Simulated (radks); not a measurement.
Problem. Valence configurations of the promethium ion Pm+ (all share [Xe]). Calculated with a radial shooting solver on a logarithmic mesh with Libxc functionals: scalar-relativistic Kohn-Sham, BLYP, spin-polarised, spherical densities, finite nucleus; open shells are filled with parallel spins first (spin-orbit coupling, left out, can overturn this in heavy ions); Fermi nuclear charge, rms radius 4.962 fm. Order these by energy: 4f3.5 6s1.5 6p1; 4f4.5 6s1.5; 4f5 6s1; 4f5 6p1; 4f2 6s2 6p2; 4f4 5d0.5 6s1.5; 4f4 5d1 6s1; 4f3 6s1 6p2; 4f4 6s1 6p1; 4f4 6p2.

Solution. From the lowest, in eV above it: 4f5 6s1 0.000; 4f4.5 6s1.5 1.238; 4f5 6p1 3.182; 4f4 5d1 6s1 3.490; 4f4 5d0.5 6s1.5 3.761; 4f4 6s1 6p1 7.064; 4f4 6p2 10.831; 4f3.5 6s1.5 6p1 12.081; 4f3 6s1 6p2 22.270; 4f2 6s2 6p2 43.371. NIST lists [Xe] 4f5 6s1 as the ground configuration; this level of theory agrees among the configurations tried. The energies are those of spherical high-spin densities, not of single terms.
